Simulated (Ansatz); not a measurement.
C₄H₅ (SMILES [C]1=CCC1), doublet (typed; the unrestricted solution is spin-contaminated), geometry from GFN2-xTB; MP2/def2-SVPD run with Ansatz (an electronic-structure program).

The Ansatz input:
Ansatz 0.2 input:
```yaml
crystal:
  periodic: [false, false, false]
  atoms:
    - {symbol: C, position_ang: [-0.02205061, -0.68473402, 0.84115130]}
    - {symbol: C, position_ang: [-0.00826608, 0.63490979, 0.88350398]}
    - {symbol: C, position_ang: [0.00201276, -0.84177276, -0.65304234]}
    - {symbol: C, position_ang: [0.01874293, 0.70825289, -0.63453241]}
    - {symbol: H, position_ang: [-0.01290424, 1.39550575, 1.63691836]}
    - {symbol: H, position_ang: [-0.88690102, -1.29361008, -1.08611356]}
    - {symbol: H, position_ang: [0.89519009, -1.31321238, -1.05535354]}
    - {symbol: H, position_ang: [0.92842902, 1.14581919, -1.04347686]}
    - {symbol: H, position_ang: [-0.86644785, 1.16556213, -1.07445758]}
basis:
  gaussian:
    orbitals: def2-SVPD
magnetization: {spin_polarized: true, initial_magnetization: 1}
correlation: {method: mp2, electrons: outside_noble_gas}
accuracy: high
```

Problem. Write the output that Ansatz gives for this input, abridged.

Solution. 
```
Functional definition: HF
2444 factors; integrals over basis functions are off by at most 3.0e-9 eV
mean field evaluation 1: about -4191.9051 eV, gradient 1.8e1 eV
mean field evaluation 2: about -4191.9067 eV, gradient 1.8e1 eV
mean field evaluation 4: about -4194.2636 eV, gradient 2.9e0 eV
mean field evaluation 8: about -4194.4229 eV, gradient 5.6e-1 eV
mean field evaluation 16: about -4194.4846 eV, gradient 1.7e-8 eV
mean field -4194.48463442 eV, -154.1444671913 hartree, gradient 1.7e-8 eV, S^2 0.939626; 0 other end points of the search recorded, 0 dependent functions left out
4 core orbitals not correlated
reference -4194.48463442 eV, -154.1444671913 hartree; 11, 10 occupied and 105, 106 virtual orbitals, 2444 factors
second order -14.08808763 eV of doubles, -0.00000000 eV of singles
Total energy: -4208.57272205 eV, -154.6621948623 hartree
```
